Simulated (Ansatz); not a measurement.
Reaction (atomization): `BO[C](=O)[GeH3]` → B• + C• + Ge• + 5 H• + 2 O•

Gas-phase electronic energies from Ansatz, PBE0-D4/def2-TZVP geometries. CBS: MP2 limit from def2 TZ/QZ plus the TZ coupled-cluster correction, frozen cores. This one scheme is used for every species, atoms too. No spin–orbit coupling; open shells (•) take unrestricted orbitals. Spin–orbit coupling would lower the free atoms: a little for B, C, O; clearly for Ge. For Ge outer-core shells are correlated without core-valence functions, so the limit isn't a true one: a few kJ/mol of doubt a bond, and 10 to 20 or more in all where bonds break to atoms. Scalar relativity is left out up to krypton.

```
          species  CCSD(T)/CBS(def2) energy (Eh)
`BO[C](=O)[GeH3]`                    -2292.31995
               B•                      -24.60433
               C•                      -37.79194
              Ge•                    -2076.01830
               H•                       -0.50000
               O•                      -75.00631
```

(1) Work out ΔE.

Largest T1 diagnostic among the species: 0.015.

## Answers

(1) ΔE = 5 × (-0.50000) + 2 × (-75.00631) + (-24.60433) + (-37.79194) + (-2076.01830) − (-2292.31995) = 1.39276 Eh = +3656.7 kJ/mol.

At CCSD(T), def2-SVP lies −179.9 kJ/mol from the extrapolated value and def2-TZVPP −83.7 kJ/mol: correlation converges slowly with the basis, and small sets miss more of it in the bonded molecule than in its fragments. The D4 term adds +29.9 kJ/mol with B3LYP and +15.7 kJ/mol with PBE0; it sums over pairs of atoms, weighted by their polarisabilities, and B3LYP, whose exchange is more repulsive, gets the larger term.

B3LYP here is the variant with VWN-RPA as its local correlation; programs differ in this.

For atomizations the MP2-based limit and the directly extrapolated one differ by several kJ/mol either way, and by 10 to 25 for some Ge, Se and Sn compounds, so smaller differences from it don't rank the levels.
